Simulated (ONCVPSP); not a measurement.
**Logarithmic derivatives: potassium, ONCV**

* Element: K
* Generator: ONCVPSP 4.0.1
* Type: optimised norm-conserving Vanderbilt (ONCV)
* Functional: PBE
* Relativity: fully relativistic
* Frozen core: [Ne]
* Valence charge: 9
* Reference configuration: 3s2 3p6 4s0.5 (charge +0.5)
* Partial waves: 3s+4s: rc 2.00 bohr, ncon 5, nbas 8, qcut 4.8 1/bohr, 2 projectors; 3p: rc 1.45 bohr, ncon 5, nbas 9, qcut 6.5 1/bohr, 2 projectors, debl 1.3 Ha; d scattering state at 0.22 Ha: rc 1.95 bohr, ncon 4, nbas 8, qcut 5.8 1/bohr, 2 projectors, debl 1.1 Ha
* Local potential: polynomial inside 1.15 bohr (lpopt 5, dvloc0 1 Ha)
* Core correction: polynomial model core, fcfact 0.15

Open shells are filled in proportion to 2j + 1.

The phase is arctan(r·R′/R) of the radial function R(r), unwrapped; energies in Ha, scanned from -3 to 5 Ha. A pole is an energy at which the radial function vanishes at the test radius. The pseudo phase is shifted by a multiple of π to meet the all-electron one at the reference energy, and phase errors are pseudo minus all-electron; the curves can meet again beyond the range given. Levels narrower than the energy grid can be missing from the lists of poles.

```json
{"channel": "s", "radius (bohr)": "2.03", "reference energy (Ha)": "-0.16", "poles, all-electron": "-1.08, 4.36", "poles, pseudo": "-1.08, 4.16", "unbroken range about the reference energy with phases within 0.05 rad": "the whole range", "phase error 1 Ha above the reference energy (rad)": "-0.002"}
{"channel": "p3/2", "radius (bohr)": "1.47", "reference energy (Ha)": "-0.79", "poles, all-electron": "1.15", "poles, pseudo": "1.15", "unbroken range about the reference energy with phases within 0.05 rad": "below 4.8", "phase error 1 Ha above the reference energy (rad)": "-0.000"}
{"channel": "p1/2", "radius (bohr)": "1.47", "reference energy (Ha)": "-0.80", "poles, all-electron": "1.11", "poles, pseudo": "1.11", "unbroken range about the reference energy with phases within 0.05 rad": "below 4.8", "phase error 1 Ha above the reference energy (rad)": "-0.000"}
{"channel": "d5/2", "radius (bohr)": "1.98", "reference energy (Ha)": "0.22", "poles, all-electron": "0.80", "poles, pseudo": "0.80", "unbroken range about the reference energy with phases within 0.05 rad": "the whole range", "phase error 1 Ha above the reference energy (rad)": "+0.000"}
{"channel": "d3/2", "radius (bohr)": "1.98", "reference energy (Ha)": "0.22", "poles, all-electron": "0.79", "poles, pseudo": "0.79", "unbroken range about the reference energy with phases within 0.05 rad": "the whole range", "phase error 1 Ha above the reference energy (rad)": "+0.000"}
```

Phases in the p3/2 channel:

```json
{"E (Ha)": "-2.98", "all-electron": "0.953", "pseudo": "0.952"}
{"E (Ha)": "-2.54", "all-electron": "0.780", "pseudo": "0.780"}
{"E (Ha)": "-2.10", "all-electron": "0.468", "pseudo": "0.468"}
{"E (Ha)": "-1.66", "all-electron": "-0.075", "pseudo": "-0.075"}
{"E (Ha)": "-1.22", "all-electron": "-0.678", "pseudo": "-0.678"}
{"E (Ha)": "-0.78", "all-electron": "-1.059", "pseudo": "-1.059"}
{"E (Ha)": "-0.34", "all-electron": "-1.269", "pseudo": "-1.269"}
{"E (Ha)": "0.10", "all-electron": "-1.396", "pseudo": "-1.396"}
{"E (Ha)": "0.54", "all-electron": "-1.483", "pseudo": "-1.483"}
{"E (Ha)": "0.98", "all-electron": "-1.549", "pseudo": "-1.549"}
{"E (Ha)": "1.42", "all-electron": "-1.604", "pseudo": "-1.604"}
{"E (Ha)": "1.86", "all-electron": "-1.654", "pseudo": "-1.654"}
{"E (Ha)": "2.30", "all-electron": "-1.705", "pseudo": "-1.705"}
{"E (Ha)": "2.74", "all-electron": "-1.760", "pseudo": "-1.761"}
{"E (Ha)": "3.18", "all-electron": "-1.827", "pseudo": "-1.828"}
{"E (Ha)": "3.62", "all-electron": "-1.916", "pseudo": "-1.920"}
{"E (Ha)": "4.06", "all-electron": "-2.051", "pseudo": "-2.060"}
{"E (Ha)": "4.50", "all-electron": "-2.281", "pseudo": "-2.305"}
{"E (Ha)": "4.94", "all-electron": "-2.716", "pseudo": "-2.779"}
```
